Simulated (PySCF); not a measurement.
# One molecule, several mistakes: B2GeH6N

All numbers below are calculated, not measured. They come from PySCF 2.14.0, an open-source quantum chemistry program, on an isolated molecule that a program drew, which may never have been made. The molecule is B2GeH6N (charge 0, doublet), drawn as the SMILES string `B[NH][GeH][BH2]`.

Each row is a Hartree-Fock (HF) and frozen-core CCSD(T) single point in the cc-pVDZ basis, meant for a local HF minimum. Run 1 is clean. Each other run has one planted mistake out of seven kinds, and not every kind appears here: one electron removed, one electron added, multiplicity raised by two, geometry at a saddle point, minimal basis STO-3G, one bond length entered in bohr, all coordinates scaled. The reference is restricted for singlets and unrestricted otherwise, and also for a bond in bohr. Adding or removing an electron swaps singlet and doublet. Electrons count all cores. HOMO and LUMO are orbital energies over both spins, the gradient is its largest component, and the lowest frequency (negative if imaginary) is given only where the gradient is small. Bond lengths are over the 9 bonds as drawn. T1 is the CCSD diagnostic: over 0.02 (restricted) or 0.045 (unrestricted) a single reference is doubtful. Germanium has the cc-pVDZ-PP basis, with a core potential (ECP10MDF) in place of its 10 inner electrons, and its 3s, 3p and 3d shells are frozen in CCSD(T).

Geometry of the clean run:
```xyz
10
B2GeH6N, angstrom
B    -1.1660   -0.8456   -2.4501
N    -0.1656   -0.6386   -1.4865
Ge    0.6084   -1.8900   -0.3856
B     2.0092   -1.4473    0.9257
H    -1.5730    0.0832   -3.0959
H    -1.6066   -1.9508   -2.6207
H     0.1745    0.2990   -1.3757
H    -0.0387   -3.2265   -0.7122
H     2.3857   -0.3158    1.0262
H     2.4542   -2.3303    1.5982
```

```
run,electrons,basis functions,<S^2>,HOMO (eV),LUMO (eV),gradient (hartree/bohr),lowest frequency (cm^-1),mean bond (Å),longest bond (Å),T1,HF (hartree),CCSD(T) (hartree),mistake
1,55,95,0.758,-7.68,0.61,4.0e-05,73,1.3924,1.969,0.0160,-400.68445,-401.17385,no fault
2,55,95,1.634,-7.67,0.37,1.0e-02,-,1.5427,2.873,0.0409,-400.57830,-401.05871,one bond length entered in bohr
3,55,95,0.757,-7.81,0.67,6.2e-02,-,1.3131,1.857,0.0134,-400.65053,-401.12989,?
4,56,95,0.000,-0.80,7.59,4.2e-02,-,1.3924,1.969,0.0187,-400.68667,-401.22001,?
```

**Which mistake was planted in run 3, and what did it cost?**

The mean and the longest bond both change by the same factor, 0.943, and the gradient is no longer small. So the mistake is: all coordinates scaled. Subtracting run 1 and multiplying by 627.51 kcal/mol a hartree, the energy moved by 21.3 kcal/mol in HF and 27.6 kcal/mol in CCSD(T).

**Which mistake was planted in run 4, and what did it cost?**

It counts 56 electrons, one more than the clean run, at the same geometry and basis. So the mistake is: one electron added. Subtracting run 1 and multiplying by 627.51 kcal/mol a hartree, the energy moved by -1.4 kcal/mol in HF and -29.0 kcal/mol in CCSD(T).

